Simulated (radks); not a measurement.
Dynamic dipole polarisability and lines of the bromine ion Br17+, [Ar]. Method: scalar-relativistic Kohn-Sham, LDA (Slater exchange, VWN5 correlation), spin-unpolarised, spherical densities, finite nucleus; Fermi nuclear charge, rms radius of each element as measured or else 0.836 A^(1/3) + 0.57 fm; computed with a radial shooting solver on a logarithmic mesh with Libxc functionals. Time-dependent linear response with the Hartree and adiabatic LDA kernel, continuum included through the Sternheimer equations, no spin-orbit coupling, so fine structure and intercombination lines are absent. Lines are the poles of the dipole polarisability below minus the highest occupied eigenvalue, found on a grid refined at the orbital gaps; the lowest seven at most are given, and weak or close lines can be missed. The first line takes the name of the lowest orbital gap if no other gap lies below it; otherwise a line is named after a gap within 0.6 % of it, if that gap stands alone.

photon energy (eV)  alpha (bohr^3)
0                           0.1038
34.348                      0.1113
103.04                      0.3180
171.74                    -0.06833
240.43                   -0.005048
309.13                     0.02617
377.82                     0.07247
446.52                    -0.03727
515.22                       3.251
583.91                    -0.02542
652.61                    -0.01381

Lines (eV, oscillator strength): 122.17 (10.15 nm, 3p-3d), f = 1.74; 337.22 (3.677 nm, 3p-4s), f = 0.310; 397.09 (3.122 nm, 3p-4d), f = 1.45; 425.78 (2.912 nm, 3s-4p), f = 0.416; 487.26 (2.545 nm, 3p-5s), f = 0.0733; 515.32 (2.406 nm, 3p-5d), f = 0.491; 562.84 (2.203 nm, unassigned), f = 0.128. Higher lines, where found, are left out when the end of the mesh affects them. Those listed give 95 % of the static polarisability (sum of f/w^2). Orbital energy gaps for comparison: 3p-3d 95.283 eV; 3p-4s 336.29 eV; 3p-4d 396.13 eV; 3s-4p 424.92 eV; 3p-5s 486.90 eV.
